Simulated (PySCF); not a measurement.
Computed shifts of a molecule C3H3BrF2, PBE/pcSseg-1 (PySCF), GIAO, gas phase, atoms alike by connectivity averaged where their shifts nearly agree, in ppm (number of nuclei): ¹⁹F: -265.8 (2). ¹³C: 83.4 (2), 36.3 (1). ¹H: 4.43 (2), 3.22 (1). References: ¹⁹F against CFCl3 (σ = 133.6 ppm); ¹³C against TMS (σ = 182.0 ppm); ¹H against TMS (σ = 31.49 ppm), references at their B3LYP-D3(BJ)/def2-TZVP geometries, non-relativistic (without spin–orbit terms, shifts of atoms bonded to Cl or Br come out too high). Coordinates come from a PBE0-D3(BJ)/def2-SVP optimisation. The values are those of a single conformer.

Question: Pick the molecule that these values belong to.
A. C=C(Br)C(F)F
B. FC1(F)C[C@@H]1Br
C. F[C@@H]1[C@H](F)[C@H]1Br
D. FC(F)/C=C\Br

Answer: C, F[C@@H]1[C@H](F)[C@H]1Br
